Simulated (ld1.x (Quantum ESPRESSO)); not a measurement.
# B: PAW pseudisation with LDA (PZ), scalar-relativistic reference atom.

- Element: B
- Generator: ld1.x (Quantum ESPRESSO) 7.5
- Type: PAW
- Functional: LDA (PZ)
- Relativity: scalar-relativistic
- Frozen core: [He]
- Valence charge: 3
- Reference configuration: 2s2 2p0.5 (charge +0.5)
- Partial waves: 2s (bound): rcut 1.10, rcutus 1.50 bohr; 2s channel at 2.9 Ry: rcut 1.10, rcutus 1.50 bohr; 2p (bound): rcut 3.45, rcutus 3.65 bohr; 2p channel at 0.95 Ry: rcut 3.45, rcutus 3.65 bohr; 3d channel at -0.1 Ry: rcut 2.55, rcutus 3.40 bohr
- Local potential: all-electron potential smoothed inside 3.10 bohr (lloc = -2)
- Core correction: Bessel-smoothed model core inside 1.55 bohr
- Augmentation charge: BESSEL, radius 0.90 bohr

All-electron outer shells of the reference configuration (LDA (PZ), scalar-relativistic, ld1.x):

```csv
shell,level (eV),outermost node (bohr),outermost maximum (bohr)
2s,-14.06,0.46,1.48
2p,-8.20,–,1.48
```

Task: Is the overlap operator S = 1 + Σ q|β⟩⟨β| positive definite (Bessel basis up to 400 Ry)?

Result: No: its lowest eigenvalue is -12.014, in the s channel, so the generalised eigenproblem breaks down once the basis is large enough.

Its largest configuration-test error is -18 meV (2s2 2p1). Test run stopped at test 2 of 9 (negative rho).

The ghost test of this file was not conclusive. Its overlap operator is not positive definite in a basis up to 400 Ry (lowest eigenvalue s -12.01), so the file is unfit for use: the generalised eigenproblem breaks down once the basis is large enough, and its test numbers describe a broken file.
